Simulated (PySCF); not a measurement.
Atoms are numbered as in `[CH3:1][S:2][Si@@H:3]([OH:4])[SiH3:5]`; H(Xn) means a hydrogen on atom n.

Geometry: PBE0-D3(BJ)/def2-SVP; GIAO absolute shieldings from PySCF 2.14.0 with density-fitted response routines, gas phase, non-relativistic, averaged over equivalent atoms.

At LC-wPBE/pcSseg-1 (146 basis functions, 32 s wall time on 1 thread of an Arm Neoverse V1, shared host):
| atoms | σ (ppm) |
| --- | --- |
| C1 | 178.1 |
| S2 | 704.3 |
| Si3 | 337.8 |
| Si5 | 463.9 |
| O4 | 305.2 |
| H(Si3) | 25.92 |
| H(Si5) | 27.90 |
| H(C1) | 29.72 |
| H(O4) | 29.94 |

**Question.** What do these become at BHandHLYP/pcSseg-1?

**Answer.** 
| atoms | σ at BHandHLYP/pcSseg-1 | change |
| --- | --- | --- |
| C1 | 171.6 | -6.5 |
| S2 | 687.1 | -17.2 |
| Si3 | 340.4 | +2.6 |
| Si5 | 461.5 | -2.4 |
| O4 | 298.6 | -6.6 |
| H(Si3) | 26.16 | +0.24 |
| H(Si5) | 28.10 | +0.20 |
| H(C1) | 29.72 | +0.00 |
| H(O4) | 29.91 | -0.03 |

The largest change is at S2 (sulfur bonded to C, Si). Cost: 146 basis functions, 17 s wall time on 1 thread of an Arm Neoverse V1, shared host.
